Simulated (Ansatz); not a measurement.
`C1=C[SiH2]OC1` → `COC#C[SiH3]`  (isomerisation)

Computed with Ansatz on PBE0-D4/def2-TZVP structures; ΔE is electronic, products minus reactants. CCSD(T)/CBS adds triple-zeta CCSD(T) − MP2 to the extrapolated MP2 energy (def2 sets, frozen cores). DFT in def2-TZVPP.

| level | ΔE (kcal/mol) |
| --- | --- |
| revPBE | 58.9 |
| RPA@PBE/def2-TZVPP | 63.1 |

(1) What does CCSD(T)/CBS give? (Best estimate.)

Largest T1 diagnostic among the species: 0.013.

Answers

(1) Ansatz gave: +66.2 kcal/mol. The listed levels differ from it by -7.3, -3.1 kcal/mol.

At CCSD(T), def2-SVP lies −6.3 kcal/mol from the extrapolated value and def2-TZVPP −1.3 kcal/mol. From PBE to PBE0 (25 % exact exchange), in def2-TZVPP and without D4, ΔE moves by +4.2 kcal/mol.

CCSD(T)/CBS has its own doubt, a few kJ/mol and more with outer-core shells, so smaller differences from it don't rank the levels.
